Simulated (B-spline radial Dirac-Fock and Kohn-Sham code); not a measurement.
Model: independent-particle radiative and Coulomb Auger rates from relativistic LDA hole-state orbitals, with Dirac-Fock energies. Program: a radial finite-basis atomic code. Free neutral atoms.

Question: Order these holes by natural width, smallest first.
A. Eu M5 (3d5/2)
B. Xe K (1s)
C. Al L3 (2p3/2)
D. Kr M4 (3d3/2)
E. Pt L3 (2p3/2)

Answer: C (0.00589 eV), D (0.0812 eV), A (0.984 eV), E (5.40 eV), B (11.2 eV).

Values without a named source are computed, but for edge energies of neutral atoms, which are taken from tables.
